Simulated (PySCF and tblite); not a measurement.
The numbers below are computed, except where a source is named.
## Dynamics report: rearrangement

System: C5H5Cl3Si, numbered as in [Cl:1][Si:2]([Cl:3])([Cl:4])[CH:5]1[CH:6]=[CH:7][CH:8]=[CH:9]1.

Motion: shift of Si2 from C5 to C9. Level: BHandHLYP/pcSseg-1 + D3(BJ) on PBE0-D3(BJ)/def2-SVP stationary points, with GFN2-xTB thermal terms. Rate constants are transition-state-theory values, counting equivalent paths, without tunnelling. Shieldings: GIAO at the same DFT level; methyl-like tops are averaged, other torsions stay as in the two minima; line shapes leave out couplings. Programs: tblite and PySCF.

| point | symmetry | E(GFN2) kcal/mol | E(DFT) kcal/mol | ZPE change kcal/mol | lowest mode cm⁻¹ | dipole D |
| --- | --- | --- | --- | --- | --- | --- |
| start | Cs | 0.0 | 0.0 | 0.00 | 36 | 2.13 |
| saddle | Cs | 15.1 | 20.8 | -0.49 | 288i | 2.98 |
| end | Cs | 0.0 | 0.0 | 0.00 | 36 | 2.13 |

```json
{"Electronic barrier": "20.8 kcal/mol", "Barrier with zero-point energy": "20.3 kcal/mol", "ΔH‡ (298 K)": "19.9 kcal/mol", "ΔS‡ (298 K, symmetry apart)": "-3.4 cal/(mol K)", "Paths": "2 equivalent paths", "End point": "the same structure with atoms interchanged, or its mirror image", "Mean lifetime of the start against this motion at 298 K": "2.9 min", "Cost": "9.3 min on 1 thread of Arm Neoverse V1, shared host (rough), peak memory 0.91 GiB, launched as `OMP_NUM_THREADS=1 python ens_run.py task.json out`"}
```

```
T/K  ΔG‡ kcal/mol      k s⁻¹
150          20.6  6.2×10⁻¹⁸
200          20.7    2×10⁻¹⁰
250          20.8   6.7×10⁻⁶
298          20.9     0.0058
350          21.0        1.1
400          21.1         47
500          21.4       9460
```

ΔG and ΔG‡ leave out symmetry numbers and mirror images; rates count paths: 2 out.

Sites that the motion interchanges:

| nucleus | site | ppm | scale |
| --- | --- | --- | --- |
| ¹³C | C5 | 55.8 | δ against TMS |
| ¹³C | C6, C9 | 139.0 | δ against TMS |
| ¹³C | C7, C8 | 147.0 | δ against TMS |
| ¹H | H on C5 | 3.53 | δ against TMS |
| ¹H | H on C6, H on C9 | 6.57 | δ against TMS |
| ¹H | H on C7, H on C8 | 7.01 | δ against TMS |

| nucleus | sites | ¹H MHz | spread Hz | coalescence K | k there s⁻¹ |
| --- | --- | --- | --- | --- | --- |
| ¹³C | C5 / C6, C9 / C7, C8 | 80 | 1834 | 478 | 3610 |
| ¹³C | C5 / C6, C9 / C7, C8 | 100 | 2293 | 483 | 4530 |
| ¹³C | C5 / C6, C9 / C7, C8 | 800 | 18345 | 533 | 3.6×10⁴ |
| ¹H | H on C5 / H on C6, H on C9 / H on C7, H on C8 | 80 | 279 | 440 | 524 |
| ¹H | H on C5 / H on C6, H on C9 / H on C7, H on C8 | 100 | 348 | 444 | 655 |
| ¹H | H on C5 / H on C6, H on C9 / H on C7, H on C8 | 800 | 2786 | 487 | 5260 |

Coalescence temperatures outside 150 to 500 K extrapolate the thermal terms and ignore freezing or boiling of a solvent.
